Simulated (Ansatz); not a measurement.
`[CH3][AlH][CH2]CCl` and `[CH3][AlH][CH2][GeH3]` differ in one atom or group.

Ansatz, PBE0-D4/def2-TZVP geometries, multiplicity 1. Each molecule was computed in one conformer, which needn't be the lowest.

Scalar relativity is left out up to krypton.

```json
{"property": "HOMO–LUMO gap (PBE0/def2-TZVPP) / eV", "`[CH3][AlH][CH2]CCl`": "6.49"}
{"property": "size of the dipole moment (B3LYP/def2-TZVPP) / D", "`[CH3][AlH][CH2]CCl`": "2.32"}
{"property": "HOMO energy (B3LYP/def2-TZVPP) / eV", "`[CH3][AlH][CH2]CCl`": "-7.44"}
{"property": "LUMO energy (B3LYP/def2-TZVPP) / eV", "`[CH3][AlH][CH2]CCl`": "-1.41"}
{"property": "size of the dipole moment (PBE/def2-TZVPP) / D", "`[CH3][AlH][CH2]CCl`": "2.26"}
{"property": "LUMO energy (ωB97M-V/def2-TZVPP) / eV", "`[CH3][AlH][CH2]CCl`": "0.36"}
```

Question: What does the change do to each property? (Estimate.)

Answer: Computed: 
```csv
property,`[CH3][AlH][CH2][GeH3]`,shift
HOMO–LUMO gap (PBE0/def2-TZVPP) / eV,6.72,0.23
size of the dipole moment (B3LYP/def2-TZVPP) / D,0.98,-1.34
HOMO energy (B3LYP/def2-TZVPP) / eV,-7.53,-0.09
LUMO energy (B3LYP/def2-TZVPP) / eV,-1.24,0.17
size of the dipole moment (PBE/def2-TZVPP) / D,0.98,-1.28
LUMO energy (ωB97M-V/def2-TZVPP) / eV,0.54,0.18
```

With PBE0 the HOMO falls by 0.07 eV and the LUMO rises by 0.16 eV, so the gap widens by about 0.23 eV. PBE moves the HOMO by -0.12 eV and ωB97M-V by -0.06 eV. Dipoles are sizes alone; their direction can turn.

B3LYP here is the variant with VWN-RPA as its local correlation; programs differ in this.
